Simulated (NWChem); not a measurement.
A series in which one site is exchanged, each optimised at PBE0/def2-SVP with NWChem, gas phase unless a solvent is named. Pople sets run with spherical d functions. This build's default masses of Se (78.918 u) and Br (79.917 u) are each other's, which moves their modes by up to 0.6 %. Shieldings are non-relativistic GIAO values without spin-orbit effects.

A: [F][GeH]([Cl])[Cl] (GeHCl2F; site = F)
B: [Cl][GeH]([Cl])[Cl] (GeHCl3; site = Cl)
C: [Cl][GeH]([Br])[Cl] (GeHBrCl$_{2}$; site = Br)
D: [Cl][GeH2][Cl] (GeH2Cl2; site = H)

| quantity | A | B | C | D |
|---|---|---|---|---|
| highest harmonic frequency (cm⁻¹), PBE0/def2-SVP | [?] | 2221 | 2217 | 2212 |
| static polarisability, B3LYP/def2-SVPD (bohr³) | [?] | 71.8 | 80.2 | 59.2 |
| lowest singlet excitation, B3LYP/def2-SVPD, TDA (eV) | [?] | 6.01 | 5.43 | 6.44 |
| Ge absolute shielding, B3LYP/6-31G* (ppm) | [?] | 1413.8 | 1397.0 | 1471.4 |
| Ge absolute shielding, KT2/pcSseg-1 (ppm) | [?] | 1203.6 | 1187.1 | 1270.9 |

Task: What belongs in the gaps?

Result: 
- highest harmonic frequency (cm⁻¹), PBE0/def2-SVP, A: 2236
- static polarisability, B3LYP/def2-SVPD (bohr³), A: 57.0
- lowest singlet excitation, B3LYP/def2-SVPD, TDA (eV), A: 6.57
- Ge absolute shielding, B3LYP/6-31G* (ppm), A: 1455.1
- Ge absolute shielding, KT2/pcSseg-1 (ppm), A: 1239.8
